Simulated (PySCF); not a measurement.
Computed shifts of a molecule C₂H₄FNOSi, PBE/pcSseg-1 (PySCF), GIAO, gas phase, atoms alike by connectivity averaged where their shifts nearly agree, in ppm (number of nuclei): ¹³C: 190.6 (1), 180.1 (1). ¹⁵N: 474.0 (1). ²⁹Si: -15.1 (1). ¹⁹F: -250.4 (1). ¹H: 9.76 (1), 9.36 (1), 5.56 (2). References: ¹⁷O against H2O (σ = 334.3 ppm); ¹³C against TMS (σ = 182.0 ppm); ¹⁵N against NH3 (σ = 267.0 ppm); ²⁹Si against TMS (σ = 335.4 ppm); ¹⁹F against CFCl3 (σ = 133.6 ppm); ¹H against TMS (σ = 31.49 ppm), references at their B3LYP-D3(BJ)/def2-TZVP geometries, non-relativistic. Coordinates come from a B3LYP-D3(BJ)/def2-SVP optimisation. The values are those of a single conformer.

Task: Which structure fits?
(A) O=C=N[SiH2]CF
(B) O=C/N=C/[SiH2]F
(C) N[Si@H]1OC=C1F
(D) F[Si@@H]1CN=CO1

Result: B, O=C/N=C/[SiH2]F
